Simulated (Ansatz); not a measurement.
Program: Ansatz. Geometries: PBE0-D4/def2-TZVP. ΔE: electronic, gas phase. CCSD(T)/CBS is the MP2 limit (def2-TZVPP, def2-QZVPP) plus CCSD(T) − MP2 in def2-TZVPP, frozen cores. DFT in def2-TZVPP. B3LYP here is the variant with VWN-RPA as its local correlation; programs differ in this. For Ge outer-core shells are correlated without core-valence functions, which leaves a few kJ/mol of doubt a bond. Scalar relativity is left out up to krypton. Each species was taken in one conformer, which may not be the lowest.

Consider the formal exchange of groups at a B–N bond: `B/N=C(/C)Cl` + `C[C](=N)[GeH3]` → `[BH2][GeH2][C](C)=N` + `CC(=N)Cl`.

`B/N=C(/C)Cl`:

```xyz
10

B    -0.016    1.550    1.475
N    -0.171    0.479    0.650
C    -0.363   -0.509   -0.054
C     0.385   -0.890   -1.286
Cl   -1.639   -1.660    0.358
H     0.737    1.460    2.400
H    -0.623    2.553    1.236
H    -0.303   -0.958   -2.131
H     1.155   -0.150   -1.493
H     0.840   -1.874   -1.154
```

`C[C](=N)[GeH3]`:

```xyz
11

C     0.787    1.224    0.571
C     0.535   -0.182    0.127
N     1.466   -1.038    0.208
Ge   -1.271   -0.610   -0.570
H     0.618    1.923   -0.253
H     1.812    1.327    0.930
H     0.092    1.503    1.369
H     1.173   -1.956   -0.124
H    -1.595    0.252   -1.803
H    -2.343   -0.345    0.502
H    -1.274   -2.098   -0.956
```

`[BH2][GeH2][C](C)=N`:

Cartesian coordinates in Å:
```
B 2.293 0.098 -0.233
Ge 0.710 -0.618 0.860
C -0.987 -0.304 -0.149
C -1.381 1.117 -0.397
N -1.717 -1.243 -0.579
H 3.158 -0.612 -0.648
H 2.336 1.262 -0.501
H 0.604 0.145 2.198
H 0.743 -2.130 1.157
H -0.595 1.642 -0.949
H -1.507 1.648 0.551
H -2.313 1.155 -0.963
H -1.344 -2.163 -0.346
```

`CC(=N)Cl`:

```xyz
8

C     0.050    0.887    0.441
C    -0.039   -0.455   -0.190
N     0.331   -0.718   -1.352
Cl   -0.739   -1.674    0.897
H     0.488    1.587   -0.269
H     0.661    0.837    1.344
H    -0.944    1.227    0.738
H     0.191   -1.691   -1.608
```

```json
{"level": "PBE-D4", "ΔE (kJ/mol)": "127.1", "difference from CCSD(T)/CBS": "12.2"}
{"level": "r2SCAN-D4", "ΔE (kJ/mol)": "126.4", "difference from CCSD(T)/CBS": "11.5"}
{"level": "PBE0-D4", "ΔE (kJ/mol)": "125.1", "difference from CCSD(T)/CBS": "10.2"}
{"level": "B3LYP-D4", "ΔE (kJ/mol)": "131.5", "difference from CCSD(T)/CBS": "16.6"}
{"level": "ωB97X-V", "ΔE (kJ/mol)": "120.2", "difference from CCSD(T)/CBS": "5.3"}
{"level": "ωB97M-V", "ΔE (kJ/mol)": "124.9", "difference from CCSD(T)/CBS": "10.0"}
{"level": "B2PLYP", "ΔE (kJ/mol)": "127.9", "difference from CCSD(T)/CBS": "13.0"}
{"level": "PBE", "ΔE (kJ/mol)": "127.7", "difference from CCSD(T)/CBS": "12.8"}
{"level": "r2SCAN", "ΔE (kJ/mol)": "126.6", "difference from CCSD(T)/CBS": "11.7"}
{"level": "PBE0", "ΔE (kJ/mol)": "125.7", "difference from CCSD(T)/CBS": "10.8"}
{"level": "B3LYP", "ΔE (kJ/mol)": "132.6", "difference from CCSD(T)/CBS": "17.7"}
{"level": "HF/def2-TZVPP", "ΔE (kJ/mol)": "116.2", "difference from CCSD(T)/CBS": "1.3"}
{"level": "MP2/def2-TZVPP", "ΔE (kJ/mol)": "122.3", "difference from CCSD(T)/CBS": "7.4"}
{"level": "SCS-MP2/def2-TZVPP", "ΔE (kJ/mol)": "119.6", "difference from CCSD(T)/CBS": "4.7"}
{"level": "CCSD/def2-TZVPP", "ΔE (kJ/mol)": "114.6", "difference from CCSD(T)/CBS": "-0.3"}
{"level": "CCSD(T)/def2-TZVPP", "ΔE (kJ/mol)": "115.8", "difference from CCSD(T)/CBS": "0.9"}
{"level": "HF/def2-QZVPP", "ΔE (kJ/mol)": "117.6", "difference from CCSD(T)/CBS": "2.7"}
{"level": "MP2/def2-QZVPP", "ΔE (kJ/mol)": "122.2", "difference from CCSD(T)/CBS": "7.3"}
{"level": "SCS-MP2/def2-QZVPP", "ΔE (kJ/mol)": "119.9", "difference from CCSD(T)/CBS": "5.0"}
{"level": "HF/CBS(def2)", "ΔE (kJ/mol)": "117.8", "difference from CCSD(T)/CBS": "2.9"}
{"level": "MP2/CBS(def2)", "ΔE (kJ/mol)": "121.4", "difference from CCSD(T)/CBS": "6.5"}
{"level": "CCSD/CBS(def2)", "ΔE (kJ/mol)": "113.6", "difference from CCSD(T)/CBS": "-1.3"}
{"level": "CCSD(T)/CBS", "ΔE (kJ/mol)": "114.9", "difference from CCSD(T)/CBS": "0"}
```

Largest T1 diagnostic among the species: 0.014.

CCSD(T)/CBS has its own doubt, a few kJ/mol and more with outer-core shells, so smaller differences from it don't rank the levels.
